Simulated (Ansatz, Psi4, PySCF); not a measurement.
C₃H₉O (SMILES CC[OH+]C), charge +1, singlet, geometry from GFN2-xTB. Base run: MP2/STO-3G (PySCF).

The PySCF input:
```python
from pyscf import gto, scf, mp

mol = gto.M(
    atom='''
O     0.055860   -0.683295    0.107833
C    -0.012671    0.787353    0.041156
C     1.383552   -1.240263   -0.035699
C    -1.466050    1.193338   -0.026071
H     0.461946    1.147552    0.955865
H     0.549215    1.139493   -0.828412
H     1.304079   -2.323401    0.045147
H     1.839526   -0.965594   -0.987662
H     1.992555   -0.865917    0.786309
H    -1.934765    0.853175   -0.947307
H    -2.018117    0.804241    0.825532
H    -1.534529    2.277279   -0.000677
H    -0.535775   -1.043035   -0.587769
''',
    basis='sto-3g',
    charge=1,
    spin=0,
    verbose=4,
)

mf = scf.RHF(mol)
mf.kernel()

pt = mp.MP2(mf)
pt.kernel()
print('E(MP2) = %.10f' % pt.e_tot)
```

The same geometry, method and basis name were run in Ansatz (an electronic-structure program) and Psi4 and PySCF, at each program's defaults and at the settings that a row names. The base is PySCF at its defaults. Differences at the defaults can come from grids, fitting, cores and function types together.

```csv
code and settings,ΔE vs base (µEh),basis functions,E (Eh),SCF cycles
"PySCF, defaults (exact integrals, spherical functions, all electrons correlated)",0.0,29,-191.31570,8
"Psi4, defaults (density fitting with its default set, spherical functions, all electrons correlated)",…,29,…,10
"Ansatz, defaults (factorised integrals, spherical functions, frozen core)",1556,29,-191.31414,-
"PySCF, frozen core",1537,29,-191.31416,8
"Psi4, exact integrals, spherical functions, frozen core",1537,29,-191.31416,10
"Ansatz, high accuracy, frozen core",1537,29,-191.31416,-
```

Task: Some entries are withheld; supply them.

Result: 
- Psi4, defaults (density fitting with its default set, spherical functions, all electrons correlated), ΔE vs base (µEh): -391
- Psi4, defaults (density fitting with its default set, spherical functions, all electrons correlated), E (Eh): -191.31609
